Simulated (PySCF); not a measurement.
Isomers of C5H6ClNSi, mass 142.996 u with the commonest isotopes. Method: PBE0/def2-SVPD in PySCF (dipole) on a GFN2-xTB geometry, gas phase. One conformer each, none proved a minimum here; rigid rotors.

Question: Order these by rotational constant B, smallest first.
A. `[SiH3]C1=NC=C(Cl)C=C1`
B. `N#C[C@@]1([SiH3])C=C(Cl)C1`
C. `[H]/[N:8]=[CH:7]\[C:5]([Si@@H:3]([C:2]#[CH:1])[Cl:4])=[CH2:6]` with C2–Si3–C5–C6 5°, Si3–C5–C7–N8 -142°

Answer: A (678.2 MHz), B (844.6 MHz), C (1019 MHz).

Question: Order these by radius of gyration √(Σ m r²/M), smallest first.
A. `[H]/[N:8]=[CH:7]\[C:5]([Si@@H:3]([C:2]#[CH:1])[Cl:4])=[CH2:6]` with C2–Si3–C5–C6 5°, Si3–C5–C7–N8 -142°
B. `[C@@]1([SiH3])(C#N)C=C(C1)Cl`
C. `[SiH3]C1=NC=C(Cl)C=C1`

Answer: A (2.272 Å), B (2.305 Å), C (2.414 Å).

Question: Order these by rotational constant A, smallest first.
A. `[SiH3]c1ccc(Cl)cn1`
B. `N#C[C@@]1([SiH3])C=C(Cl)C1`
C. `[H]/[N:8]=[CH:7]\[C:5]([Si@@H:3]([C:2]#[CH:1])[Cl:4])=[CH2:6]` with C2–Si3–C5–C6 5°, Si3–C5–C7–N8 -142°

Answer: C (1879 MHz), B (2507 MHz), A (5556 MHz).

| SMILES | point group | Ia (u·Å²) | Ib (u·Å²) | Ic (u·Å²) | κ | μa (D) | μb (D) | μc (D) |
| --- | --- | --- | --- | --- | --- | --- | --- | --- |
| N#C[C@@]1([SiH3])C=C(Cl)C1 | – | 201.57 | 598.34 | 719.67 | -0.84 | 1.17 | 3.26 | 0.28 |
| [SiH3]c1ccc(Cl)cn1 | – | 90.97 | 745.14 | 830.25 | -0.97 | 0.10 | 1.72 | 0.01 |
| [H]/N=C\C(=C)[Si@H](Cl)C#C | C1 | 268.98 | 495.77 | 712.13 | -0.47 | 1.88 | 2.79 | 0.16 |
